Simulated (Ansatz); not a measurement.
Computed with Ansatz on PBE0-D4/def2-TZVP structures; ΔE is electronic, products minus reactants. CBS: MP2 limit from def2 TZ/QZ plus the TZ coupled-cluster correction, frozen cores. Functionals use def2-TZVPP. Each species was taken in one conformer, which may not be the lowest.

Consider the substitution at a C–C bond: `CC1CCC1` + `B[SiH2]O` → `B[SiH2]OC` + `C1CCC1`.

`CC1CCC1`:

Z-matrix (Å, degrees):
```
C
C 1 1.514
H 1 1.093 2 111.2
H 1 1.094 2 111.2 3 120.2
H 1 1.094 2 111.2 3 -119.9
C 2 1.546 1 113.7 3 169.3
C 2 1.546 1 113.7 3 70.4
H 2 1.093 1 109.7 3 -60.1
C 6 1.541 2 89.0 1 -98.1
H 6 1.092 2 116.9 1 22.8
H 6 1.092 2 111.9 1 148.7
H 7 1.093 2 116.9 1 -22.8
H 7 1.092 2 111.9 1 -148.7
H 9 1.091 6 117.4 2 -137.6
H 9 1.092 6 112.1 2 96.2
```

`B[SiH2]O`:

Cartesian coordinates in Å:
```
B -1.048 -0.873 0.212
Si 0.701 0.080 -0.017
O 0.649 1.519 -0.833
H -2.116 -0.369 0.014
H -1.047 -2.000 0.616
H 1.681 -0.751 -0.764
H 1.232 0.264 1.373
H -0.052 2.129 -0.602
```

`B[SiH2]OC`:

Z-matrix (Å, degrees):
```
Si
O 1 1.649
B 1 1.999 2 111.2
H 1 1.498 2 110.0 3 121.8
H 1 1.498 2 109.9 3 -121.9
C 2 1.407 1 122.1 3 179.9
H 3 1.195 1 123.5 2 0.3
H 3 1.197 1 118.8 2 -179.8
H 6 1.097 2 111.5 1 61.2
H 6 1.097 2 111.5 1 -60.2
H 6 1.091 2 108.4 1 -179.5
```

`C1CCC1`:

```xyz
12

C    -0.626    0.870    0.147
C    -0.550   -0.266   -0.892
C     0.459   -0.979    0.028
C     0.717    0.375    0.717
H    -1.442    0.706    0.855
H    -0.682    1.897   -0.217
H    -0.074    0.073   -1.816
H    -1.472   -0.790   -1.149
H    -0.044   -1.677    0.702
H     1.304   -1.491   -0.434
H     1.560    0.898    0.259
H     0.851    0.383    1.800
```

| species | B2PLYP energy (Eh) |
| --- | --- |
| `CC1CCC1` | -196.40322 |
| `B[SiH2]O` | -392.42059 |
| `B[SiH2]OC` | -431.69146 |
| `C1CCC1` | -157.11238 |

(1) Work out ΔE.

Largest T1 diagnostic among the species: 0.012.

Answers

(1) ΔE = (-431.69146) + (-157.11238) − (-196.40322) − (-392.42059) = 0.01997 Eh = +12.5 kcal/mol. CCSD(T)/CBS gives +14.3 kcal/mol.

In def2-TZVPP, CCSD(T) changes the Hartree–Fock value by +3.6 kcal/mol (the triples alone add +0.3 kcal/mol) and MP2 by +5.0 kcal/mol. The D4 term adds +0.9 kcal/mol with B3LYP and +0.5 kcal/mol with PBE0; it sums over pairs of atoms, weighted by their polarisabilities, and B3LYP, whose exchange is more repulsive, gets the larger term.

B3LYP here is the variant with VWN-RPA as its local correlation; programs differ in this.
